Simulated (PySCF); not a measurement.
# Spinor energies of Ce⁴¹⁺ (cerium, charge +41)

Start: [Ne] 3s2 3p5; 3p1/2 filled at m_j = -1/2, +1/2; 3p3/2 filled at m_j = -1/2, +1/2, +3/2. Calculated with PySCF 2.14 in an uncontracted even-tempered set (18 s from 8.9 bohr⁻², ratio 2.4; 14 p from 12 bohr⁻², ratio 2.4; 4 d from 44 bohr⁻², ratio 2.6; 4 f from 67 bohr⁻², ratio 2.6): generalised Hartree-Fock with the X2C-1e Hamiltonian and a Gaussian nucleus; one run each with spin-orbit coupling (SO) switched off, then screened by Boettger's factors.

| spinor shell | electrons | ε, spin-free (eV) | ε, screened SO (eV) | weight of nominal j (screened SO) | rms radius, screened SO (bohr) |
| --- | --- | --- | --- | --- | --- |
| 1s1/2 | 2 | -43097.6 | -43090.7 | 1.000 | 0.0280 |
| 2s1/2 | 2 | -8978.4 | -8975.8 | 1.000 | 0.112 |
| 2p1/2 | 2 | -8296.0 | -8615.8 | 1.000 | 0.0963 |
| 2p3/2 | 4 | -8296.0 | -8153.5 | 1.000 | 0.102 |
| 3s1/2 | 2 | -3434.2 | -3433.2 | 1.000 | 0.273 |
| 3p1/2 | 2 | -3216.1 | -3292.8 | 0.999 | 0.261 |
| 3p3/2 | 3 | -3216.1 | -3181.3 | 0.999 | 0.270 |

| quantity | spin-free | screened SO |
| --- | --- | --- |
| E (hartree) | -7404.20912 | -7409.26909 |
| M_J | 3/2 | 3/2 |
| ⟨J²⟩ | 3.751 | 3.750 |
| ⟨L²⟩ | 2.000 | 2.016 |
| ⟨S²⟩ | 0.750 | 0.766 |

Each row is a mean over spinors that exchange with the open shell spreads, by up to 20.915 eV (3s1/2).

Breit and QED terms are absent; they matter most for the inner s and p1/2 levels.

Densities and radii are taken from the X2C orbitals without a picture-change correction, which distorts them close to the nucleus.

Without spin-orbit coupling the j labels of p, d and f shells carry no meaning; the spin-free column gives the mean over the occupied spinors of each nl shell.
